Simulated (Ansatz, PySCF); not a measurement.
Gas-phase reaction R1 → P1 + P2, each structure at its B3LYP-D3(BJ)/def2-SVP stationary point, reached from a drawn start (curvature not checked).
R1: C4H12Sn (SMILES [CH3][Sn]([CH3])([CH3])[CH3]), charge 0, multiplicity 1.
P1: C3H8Sn (SMILES [CH2]=[Sn]([CH3])[CH3]), charge 0, multiplicity 1.
P2, CH4 (SMILES C) (charge 0, multiplicity 1):
```xyz
5

C      0.00000     0.00000     0.00000
H     -0.71805    -0.28665    -0.78145
H      0.11697     1.09301     0.00705
H     -0.37076    -0.33516     0.97909
H      0.97184    -0.47121    -0.20469
```

P less R. No zero-point or thermal terms; no spin–orbit coupling.

Frozen-core correlation throughout. In cc and def2 sets filled d and f shells under p-block atoms count as core.

Codes used: Ansatz (Gaussian basis) for Hartree–Fock, density functionals and correlated methods; PySCF for the D3/D4 terms. All values are computed, each at the level named. Elements past Kr take the def2 small-core potentials, without spin–orbit coupling.

Q: What reaction energy does r2SCAN-D3(BJ)/def2-TZVPP give?

A: 199 kJ/mol

Q: Predict the reaction energy from wB97X-V/def2-TZVPP.

A: 218 kJ/mol

Q: Give the reaction energy at the level CCSD/def2-TZVPP.

A: 202 kJ/mol

Ansatz is a first-principles code.
